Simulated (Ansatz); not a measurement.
Program: Ansatz. Geometries: PBE0-D4/def2-TZVP. ΔE: electronic, gas phase. CBS: MP2 limit from def2 TZ/QZ plus the TZ coupled-cluster correction, frozen cores. Functionals use def2-TZVPP. def2 core potentials past Kr. For Ge, Hf outer-core shells are correlated without core-valence functions, which leaves a few kJ/mol of doubt a bond. Scalar relativity is left out up to krypton. One conformer a species, not always the lowest.

`[F][GeH]([F])[F]` + `[NH2][Hf]([OH])([OH])[OH]` → `[OH][GeH]([F])[F]` + `[NH2][Hf]([OH])([OH])[F]`  (redistribution)

| level | ΔE (kJ/mol) | difference from CCSD(T)/CBS |
| --- | --- | --- |
| PBE-D4 | -40.3 | -2.0 |
| r2SCAN-D4 | -39.6 | -1.3 |
| PBE0-D4 | -40.0 | -1.7 |
| ωB97X-V | -40.2 | -1.9 |
| ωB97M-V | -39.3 | -1.0 |
| r2SCAN | -39.8 | -1.5 |
| PBE0 | -40.4 | -2.1 |
| HF/def2-TZVPP | -37.8 | 0.5 |
| MP2/def2-TZVPP | -35.9 | 2.4 |
| SCS-MP2/def2-TZVPP | -35.9 | 2.4 |
| CCSD/def2-TZVPP | -37.0 | 1.3 |
| CCSD(T)/def2-TZVPP | -37.0 | 1.3 |
| MP2/def2-QZVPP | -36.2 | 2.1 |
| SCS-MP2/def2-QZVPP | -36.0 | 2.3 |
| HF/CBS(def2) | -36.3 | 2.0 |
| MP2/CBS(def2) | -37.2 | 1.1 |
| CCSD(T)/CBS | -38.3 | 0 |

Largest T1 diagnostic among the species: 0.015.
